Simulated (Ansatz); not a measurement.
Consider the formal exchange of groups at a B–C bond: `FCBCl` + `C=C(F)/C(F)=C/F` → `C=C(F)BCl` + `F/C=C(\F)CF`.

Isolated molecules relaxed with PBE0-D4/def2-TZVP in Ansatz; ΔE leaves out vibrations. CBS: MP2 limit from def2 TZ/QZ plus the TZ coupled-cluster correction, frozen cores. Double bonds are as drawn, so ΔE can hold a change between cis and trans. Functionals use def2-TZVPP. One conformer a species, not always the lowest.

`FCBCl`:

```xyz
7

F    -0.538    0.911    1.383
C    -0.077    0.687    0.103
B     0.148   -0.804   -0.286
Cl   -0.164   -2.099    0.820
H    -0.783    1.139   -0.610
H     0.867    1.236   -0.032
H     0.546   -1.069   -1.379
```

`C=C(F)/C(F)=C/F`:

Z-matrix (Å, degrees):
```
C
C 1 1.323
H 1 1.081 2 120.5
H 1 1.080 2 119.7 3 180.0
F 2 1.341 1 121.1 3 0.0
C 2 1.451 1 126.3 3 -180.0
F 6 1.331 2 115.0 1 0.0
C 6 1.330 2 124.3 1 180.0
F 8 1.325 6 121.4 2 -180.0
H 8 1.080 6 123.2 2 0.0
```

`C=C(F)BCl`:

Cartesian coordinates in Å:
```
C 1.220 0.503 -0.033
C 0.019 0.120 -0.465
F -0.295 0.305 -1.759
B -1.024 -0.528 0.464
Cl -2.578 -1.013 -0.136
H 1.951 0.959 -0.692
H 1.475 0.355 1.007
H -0.768 -0.702 1.614
```

`F/C=C(\F)CF`:

Z-matrix (Å, degrees):
```
C
F 1 1.372
C 1 1.489 2 110.6
H 1 1.096 2 108.8 3 -121.0
H 1 1.096 2 108.8 3 121.0
C 3 1.321 1 125.9 2 -0.1
F 3 1.336 1 112.3 2 179.9
F 6 1.331 3 121.8 1 -180.0
H 6 1.080 3 122.8 1 -0.1
```

Problem. Is it downhill or uphill in electronic energy at CCSD(T)/CBS, and by how much? (Estimate.)

Solution. The calculation gave: Downhill: ΔE = -9.4 kJ/mol.

Problem. What do these levels give: PBE-D4, r2SCAN-D4, BHLYP-D4, ωB97X-V, BLYP, RPA@PBE/def2-TZVPP? (Estimate.)

Solution. Computed: PBE-D4 -1.6, r2SCAN-D4 -0.3, BHLYP-D4 -7.5, ωB97X-V -7.7, BLYP -5.0, RPA@PBE/def2-TZVPP -13.5 kJ/mol.

Largest T1 diagnostic among the species: 0.013.

Leaving LDA and LC-ωPBE aside and taking each functional with its dispersion term where it has one, the values, not all of them listed here, spread over 7.9 kJ/mol, from ωB97X-V to B97M-V. LDA lies +5.4 kJ/mol from PBE without D4. In def2-TZVPP, CCSD(T) changes the Hartree–Fock value by +4.6 kJ/mol (the triples alone add +0.7 kJ/mol) and MP2 by +6.0 kJ/mol.
